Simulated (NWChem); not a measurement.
System: ZnCl2; SMILES [Zn]([Cl])[Cl]

The following NWChem deck was run.

```
start job
memory heap 200 mb stack 900 mb global 1100 mb
geometry units angstroms noautoz
  Zn     0.000000     0.000000    -0.114476
  Cl     2.097028     0.000000    -0.114558
  Cl    -2.097028     0.000000    -0.114558
end
basis spherical
  * library def2-svpd
end
dft
  xc xpbe96 cpbe96
  iterations 200
end
task dft gradient
```

Parts of the log:

```
             Northwest Computational Chemistry Package (NWChem) 7.3.0
             --------------------------------------------------------

 ORDER OF PRIMARY AXIS IS BEING SET TO 4
 D4H symmetry detected

                             Geometry "geometry" -> ""
                             -------------------------

 Output coordinates in angstroms (scale by  1.889725989 to convert to a.u.)

  No.       Tag          Charge          X              Y              Z
 ---- ---------------- ---------- -------------- -------------- --------------
    1 Zn                  30.0000     0.00000000     0.00000000     0.00000000
    2 Cl                  17.0000     0.00000000     0.00000000     2.09702800
    3 Cl                  17.0000     0.00000000     0.00000000    -2.09702800

 Effective nuclear repulsion energy (a.u.)     293.8572620204

      Symmetry information
      --------------------

 Group name             D4h
 Group number             28
 Group order              16
 No. of unique centers     2

  pbe96 is a nonlocal functional; adding pw91lda local functional.

                                 NWChem DFT Module
                                 -----------------

 Summary of "ao basis" -> "ao basis" (spherical)
 ------------------------------------------------------------------------------
       Tag                 Description            Shells   Functions and Types
 ---------------- ------------------------------  ------  ---------------------
 Zn                        def2-svpd                12       34   5s4p2d1f
 Cl                        def2-svpd                11       27   5s4p2d

      Symmetry analysis of basis
      --------------------------

        a1g        18
        a1u         0
        a2g         0
        a2u        16
        b1g         4
        b1u         3
        b2g         4
        b2u         3
        eg         16
        eu         24

            General Information
            -------------------
          SCF calculation type: DFT
          Wavefunction type:  closed shell.
          No. of atoms     :     3
          No. of electrons :    64
           Alpha electrons :    32
            Beta electrons :    32
          Charge           :     0
          Spin multiplicity:     1
          Use of symmetry is: on ; symmetry adaption is: on
          Maximum number of iterations: 200
          AO basis - number of functions:    88
                     number of shells:    34
          Convergence on energy requested:  1.00D-06
          Convergence on density requested:  1.00D-05
          Convergence on gradient requested:  5.00D-04

              XC Information
              --------------
          PerdewBurkeErnzerhof Exchange Functional  1.000
            Perdew 1991 LDA Correlation Functional  1.000 local
           PerdewBurkeErnz. Correlation Functional  1.000 non-local

             Grid Information
             ----------------
          Grid used for XC integration:  medium
          Radial quadrature: Mura-Knowles
          Angular quadrature: Lebedev.
          Tag              B.-S. Rad. Rad. Pts. Rad. Cut. Ang. Pts.
          ---              ---------- --------- --------- ---------
          Zn                  1.35      112          11.0       590
          Cl                  1.00       88          14.0       590
          Grid pruning is: on
          Number of quadrature shells:   200
          Spatial weights used:  Erf1

      Superposition of Atomic Density Guess
      -------------------------------------

 Sum of atomic energies:       -2696.22079676

      Non-variational initial energy
      ------------------------------

 Total energy =   -2696.617374
 1-e energy   =   -4340.066896
 2-e energy   =    1349.592260
 HOMO         =      -0.446857
 LUMO         =      -0.054746

      Symmetry analysis of molecular orbitals - initial
      -------------------------------------------------

 !! scf_movecs_sym_adapt:   14 vectors were symmetry contaminated

  Symmetry fudging

 !! scf_movecs_sym_adapt:    6 vectors were symmetry contaminated

  Numbering of irreducible representations:

     1 a1g         2 a1u         3 a2g         4 a2u         5 b1g
     6 b1u         7 b2g         8 b2u         9 eg         10 eu

  Orbital symmetries:

     1 a1g         2 a2u         3 a1g         4 a1g         5 a2u
     6 eu          7 eu          8 a1g         9 a2u        10 a1g
    11 a2u        12 eu         13 eu         14 eg         15 eg
    16 a1g        17 a2u        18 eu         19 eu         20 a1g
    21 a2u        22 a1g        23 eg         24 eg         25 b1g
    26 b2g        27 a1g        28 a2u        29 eu         30 eu
    31 eg         32 eg         33 a1g        34 eu         35 eu
    36 a2u        37 a1g        38 eg         39 eg         40 eu
    41 eu         42 a1g

   convergence    iter        energy       DeltaE   RMS-Dens  Diis-err
 ---------------- ----- ----------------- --------- --------- ---------
 d= 0,ls=0.0,diis     1  -2698.6672887533 -2.99D+03  2.00D-02  4.87D-01

 !! scf_movecs_sym_adapt:    2 vectors were symmetry contaminated

  Symmetry fudging
 d= 0,ls=0.0,diis     2  -2698.6159568212  5.13D-02  1.24D-02  6.48D-01
 d= 0,ls=0.0,diis     3  -2698.7175669844 -1.02D-01  2.80D-03  9.05D-02
 d= 0,ls=0.0,diis     4  -2698.7270302156 -9.46D-03  6.99D-04  2.58D-02
 d= 0,ls=0.0,diis     5  -2698.7286550102 -1.62D-03  1.59D-04  2.14D-04
  Resetting Diis
 d= 0,ls=0.0,diis     6  -2698.7286746977 -1.97D-05  4.03D-05  2.11D-05
 d= 0,ls=0.0,diis     7  -2698.7286776944 -3.00D-06  2.40D-05  4.22D-07
 d= 0,ls=0.0,diis     8  -2698.7286775495  1.45D-07  1.26D-05  1.62D-06
 d= 0,ls=0.0,diis     9  -2698.7286777755 -2.26D-07  1.58D-06  2.64D-08

         Total DFT energy =    -2698.728677775470
      One electron energy =    -4336.290616553248
           Coulomb energy =     1470.646291800966
    Exchange-Corr. energy =     -126.941615043604
 Nuclear repulsion energy =      293.857262020416

 Numeric. integr. density =       63.999999908750

                  Occupations of the irreducible representations
                  ----------------------------------------------

                     irrep           alpha         beta
                     --------     --------     --------
                     a1g               9.0          9.0
                     a1u               0.0          0.0
                     a2g               0.0          0.0
                     a2u               7.0          7.0
                     b1g               1.0          1.0
                     b1u               0.0          0.0
                     b2g               1.0          1.0
                     b2u               0.0          0.0
                     eg                6.0          6.0
                     eu                8.0          8.0

                       DFT Final Molecular Orbital Analysis
                       ------------------------------------

 Vector   30  Occ=2.000000D+00  E=-3.052291D-01  Symmetry=eu
              MO Center= -4.3D-16, -4.3D-16,  2.0D-13, r^2= 5.2D+00
   Bfn.  Coefficient  Atom+Function         Bfn.  Coefficient  Atom+Function
  ----- ------------  ---------------      ----- ------------  ---------------
    46      0.337898  2 Cl px                73      0.337898  3 Cl px
    43      0.269294  2 Cl px                70      0.269294  3 Cl px
    47     -0.230516  2 Cl py                74     -0.230516  3 Cl py
    44     -0.183714  2 Cl py                71     -0.183714  3 Cl py
    40      0.155836  2 Cl px                67      0.155836  3 Cl px

 Vector   31  Occ=2.000000D+00  E=-2.894254D-01  Symmetry=eg
              MO Center=  2.3D-15,  1.4D-15,  9.5D-14, r^2= 5.4D+00
   Bfn.  Coefficient  Atom+Function         Bfn.  Coefficient  Atom+Function
  ----- ------------  ---------------      ----- ------------  ---------------
    46      0.327950  2 Cl px                73     -0.327950  3 Cl px
    47      0.275758  2 Cl py                74     -0.275758  3 Cl py
    43      0.258255  2 Cl px                70     -0.258255  3 Cl px
    44      0.217154  2 Cl py                71     -0.217154  3 Cl py
    40      0.148947  2 Cl px                67     -0.148947  3 Cl px

 Vector   32  Occ=2.000000D+00  E=-2.894254D-01  Symmetry=eg
              MO Center= -7.5D-16,  2.6D-15, -1.6D-13, r^2= 5.4D+00
   Bfn.  Coefficient  Atom+Function         Bfn.  Coefficient  Atom+Function
  ----- ------------  ---------------      ----- ------------  ---------------
    47      0.327950  2 Cl py                74     -0.327950  3 Cl py
    46     -0.275758  2 Cl px                73      0.275758  3 Cl px
    44      0.258255  2 Cl py                71     -0.258255  3 Cl py
    43     -0.217154  2 Cl px                70      0.217154  3 Cl px
    41      0.148947  2 Cl py                68     -0.148947  3 Cl py

 Vector   33  Occ=0.000000D+00  E=-1.033270D-01  Symmetry=a1g
              MO Center=  1.4D-18,  5.4D-17, -3.7D-15, r^2= 4.9D+00
   Bfn.  Coefficient  Atom+Function         Bfn.  Coefficient  Atom+Function
  ----- ------------  ---------------      ----- ------------  ---------------
     5      0.983353  1 Zn s                  4      0.785115  1 Zn s
    48      0.356943  2 Cl pz                75     -0.356943  3 Cl pz
     3     -0.316203  1 Zn s                 45      0.223504  2 Cl pz
    72     -0.223504  3 Cl pz                38     -0.217086  2 Cl s
    39     -0.216223  2 Cl s                 65     -0.217086  3 Cl s

 Vector   34  Occ=0.000000D+00  E=-4.534198D-02  Symmetry=eu
              MO Center= -2.8D-16, -4.6D-16, -2.8D-14, r^2= 4.8D+00
   Bfn.  Coefficient  Atom+Function         Bfn.  Coefficient  Atom+Function
  ----- ------------  ---------------      ----- ------------  ---------------
    15      0.542047  1 Zn px                12      0.442612  1 Zn px
    16      0.434078  1 Zn py                13      0.354449  1 Zn py
    46     -0.168384  2 Cl px                73     -0.168384  3 Cl px
     9     -0.146646  1 Zn px                47     -0.134844  2 Cl py
    74     -0.134844  3 Cl py                10     -0.117436  1 Zn py

 Vector   35  Occ=0.000000D+00  E=-4.534198D-02  Symmetry=eu
              MO Center= -5.0D-14,  2.6D-14,  4.3D-15, r^2= 4.8D+00
   Bfn.  Coefficient  Atom+Function         Bfn.  Coefficient  Atom+Function
  ----- ------------  ---------------      ----- ------------  ---------------
    16      0.542047  1 Zn py                13      0.442612  1 Zn py
    15     -0.434078  1 Zn px                12     -0.354449  1 Zn px
    47     -0.168384  2 Cl py                74     -0.168384  3 Cl py
    10     -0.146646  1 Zn py                46      0.134844  2 Cl px
    73      0.134844  3 Cl px                 9      0.117436  1 Zn px

     Multipole analysis of the density
     ---------------------------------

     L   x y z        total         alpha         beta         nuclear
     -   - - -        -----         -----         ----         -------
     0   0 0 0     -0.000000    -32.000000    -32.000000     64.000000

     1   1 0 0     -0.000000     -0.000000     -0.000000      0.000000
     1   0 1 0     -0.000000     -0.000000     -0.000000      0.000000
     1   0 0 1      0.000000      0.000000      0.000000      0.000000

     2   2 0 0    -28.927900    -14.463950    -14.463950      0.000000
     2   1 1 0     -0.000000     -0.000000     -0.000000      0.000000
     2   1 0 1      0.000000      0.000000      0.000000      0.000000
     2   0 2 0    -28.927900    -14.463950    -14.463950      0.000000
     2   0 1 1     -0.000000     -0.000000     -0.000000      0.000000
     2   0 0 2    -35.298533   -284.614712   -284.614712    533.930890

            General Information
            -------------------
          SCF calculation type: DFT
          Wavefunction type:  closed shell.
          No. of atoms     :     3
          No. of electrons :    64
           Alpha electrons :    32
            Beta electrons :    32
          Charge           :     0
          Spin multiplicity:     1
          Use of symmetry is: on ; symmetry adaption is: on
          Maximum number of iterations: 200
          AO basis - number of functions:    88
                     number of shells:    34
          Convergence on energy requested:  1.00D-06
          Convergence on density requested:  1.00D-05
          Convergence on gradient requested:  5.00D-04

              XC Information
              --------------
          PerdewBurkeErnzerhof Exchange Functional  1.000
            Perdew 1991 LDA Correlation Functional  1.000 local
           PerdewBurkeErnz. Correlation Functional  1.000 non-local

             Grid Information
             ----------------
          Grid used for XC integration:  medium
          Radial quadrature: Mura-Knowles
          Angular quadrature: Lebedev.
          Tag              B.-S. Rad. Rad. Pts. Rad. Cut. Ang. Pts.
          ---              ---------- --------- --------- ---------
          Zn                  1.35      112          11.0       590
          Cl                  1.00       88          14.0       590
          Grid pruning is: on
          Number of quadrature shells:   200
          Spatial weights used:  Erf1

          Convergence Information
          -----------------------
          Convergence aids based upon iterative change in
          total energy or number of iterations.
          Levelshifting, if invoked, occurs when the
          HOMO/LUMO gap drops below (HL_TOL):  1.00D-02
          DIIS, if invoked, will attempt to extrapolate
          using up to (NFOCK): 10 stored Fock matrices.

                    Damping( 0%)  Levelshifting(0.5)       DIIS
                  --------------- ------------------- ---------------
          dE  on:    start            ASAP                start
          dE off:    2 iters        200 iters           200 iters

                            NWChem DFT Gradient Module
                            --------------------------

  charge          =   0.00
  wavefunction    = closed shell

  Using symmetry

                         DFT ENERGY GRADIENTS

    atom               coordinates                        gradient
                 x          y          z           x          y          z
   1 Zn      0.000000   0.000000   0.000000    0.000000   0.000000   0.000000
   2 Cl      0.000000   0.000000   3.962808    0.000000   0.000000  -0.006608
   3 Cl      0.000000   0.000000  -3.962808    0.000000  -0.000000   0.006608
```

Level: PBE/def2-SVPD. Geometry: optimised at PBE0/def2-SVP.
